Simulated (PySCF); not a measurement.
InH₂ + InCl₂ → 2 InHCl

Level: PBE0 in the def2-TZVP basis family, computed in PySCF with density fitting; scalar-relativistic core potentials for atoms from Rb on, none lighter, no spin–orbit coupling; open shells unrestricted.

```csv
species,state and structure,ZPE (kJ/mol),H(298 K) − H(0) (kJ/mol),S° (J/(mol K))
InH₂,"doublet, C2v, In–H 1.758 Å (×2); H–In–H 120.7°",23.5,10.3,234.4
InCl₂,"doublet, C2v, In–Cl 2.353 Å (×2); Cl–In–Cl 119.5°",4.5,13.9,313.8
InHCl,"doublet, Cs, In–Cl 2.365 Å, In–H 1.773 Å; Cl–In–H 115.3°",13.7,11.7,280.5
```

Problem. Is the gas-phase reaction uphill or downhill in electronic energy at this level, and by how much?

Solution. At PBE0/def2-TZVP, ΔE = -21.2 kJ/mol, downhill. The bond energies do not simply add up: the mixed species is favoured.

Problem. Add zero-point, thermal and entropy terms for 298.15 K and 1 bar.

Solution. ΔZPE = -0.6 and Δ[H(298) − H(0)] = -0.8 kJ/mol give ΔH° = -22.6 kJ/mol. ΔS° = 12.8 J/(mol K), so ΔG° = -22.6 − 298.15 × (0.0128) = -26 kJ/mol and log₁₀K = 4.6.

The structures come from searches over a few start shapes, so lower isomers are not excluded.
